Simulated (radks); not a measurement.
Question: Radial electron density D(r) = 4 pi r^2 rho(r) of an atom or ion with 40 electrons. All-electron calculation, scalar-relativistic Kohn-Sham, LDA (Slater exchange, VWN5 correlation), spin-polarised, spherical densities, point nucleus. Program: a radial shooting solver on a logarithmic mesh with Libxc functionals.

```
   r/bohr * D(r) (the largest magnitude, 59.7, reaches the edge; | marks zero)
  0.00125 |*
 0.001681 | *
 0.002242 |  *
 0.003014 |    *
  0.00402 |      *
 0.005405 |          *
 0.007209 |                *
 0.009693 |                        *
  0.01293 |                                *
  0.01738 |                                        *
  0.02318 |                                             *
  0.03117 |                                            *
  0.04157 |                                        *
  0.05589 |                                      *
  0.07514 |                                            *
   0.1002 |                                                      *
   0.1347 |                                                     *
   0.1797 |                                        *
   0.2416 |                                 *
   0.3223 |                                        *
   0.4333 |                                      *
   0.5779 |                      *
   0.7769 |         *
    1.036 |        *
    1.393 |      *
    1.858 |  *
    2.498 | *
    3.359 |*
     4.48 *
    6.023 *
    8.033 *
     10.8 *
```

What is the nuclear charge?

Answer: Z = 40. The innermost maximum, from 1s, lies near gamma/Z bohr with gamma = sqrt(1 - (Z/c)^2) = 0.956, here 0.0239 bohr (found: 0.0261), and its height grows with Z. The density is that of neutral zirconium in [Kr] 4d2 5s2; the configuration itself is not fixed sharply by these data, and Z only to a few units. D(r) has 3 maxima, at r = 0.0261, 0.116, 0.366 bohr, and minima at 0.0528, 0.236 bohr, inside which lie 2.04, 11.09 electrons.
